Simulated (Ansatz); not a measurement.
The cluster Ge5Te5, 10 atoms. Hardware: 4 threads of Arm Neoverse V1 on a shared host.

In the def2 sets Te takes a core potential; there is no spin–orbit coupling.

Problem. How many basis functions does each of these Ansatz runs have, and roughly what does it cost? r2SCAN-D4/def2-SVP, charge 0 singlet, relaxation, 8 steps; PBE0-D4/def2-SVP, charge 0 singlet, energy and forces, from earlier orbitals; r2SCAN-D4/def2-SVP, charge 0 triplet at the geometry of the charge 0 singlet, energy, from earlier orbitals; PBE-D4/def2-SVP, charge 0 singlet, energy, from earlier orbitals; PBE-D4/def2-SVP, charge -1 doublet at the geometry of the charge 0 singlet, energy; r2SCAN-D4/def2-SVP, charge 0 singlet, energy, from earlier orbitals; PBE-D4/def2-SVP, charge 1 doublet at the geometry of the charge 0 singlet, energy; PBE-D4/def2-SVP, charge 0 triplet at the geometry of the charge 0 singlet, energy.

Solution. Other jobs shared the machine, so times can vary by a factor of up to 3.

```tsv
run	functions	fitting or Cholesky vectors	wall time	peak host memory (GiB)
PBE-D4/def2-SVP, charge 0 singlet, energy, from earlier orbitals	290	3355	14 s	0.92
r2SCAN-D4/def2-SVP, charge 0 singlet, energy, from earlier orbitals	290	3355	32 s	0.98
PBE-D4/def2-SVP, charge -1 doublet at the geometry of the charge 0 singlet, energy	290	3355	33 s	1.1
PBE0-D4/def2-SVP, charge 0 singlet, energy and forces, from earlier orbitals	290	3245	58 s	2
PBE-D4/def2-SVP, charge 1 doublet at the geometry of the charge 0 singlet, energy	290	3355	82 s	2
PBE-D4/def2-SVP, charge 0 triplet at the geometry of the charge 0 singlet, energy	290	3355	83 s	2
r2SCAN-D4/def2-SVP, charge 0 singlet, relaxation, 8 steps	290	3355	2.8 min	0.95
r2SCAN-D4/def2-SVP, charge 0 triplet at the geometry of the charge 0 singlet, energy, from earlier orbitals	290	3355	3.5 min	2.2
```
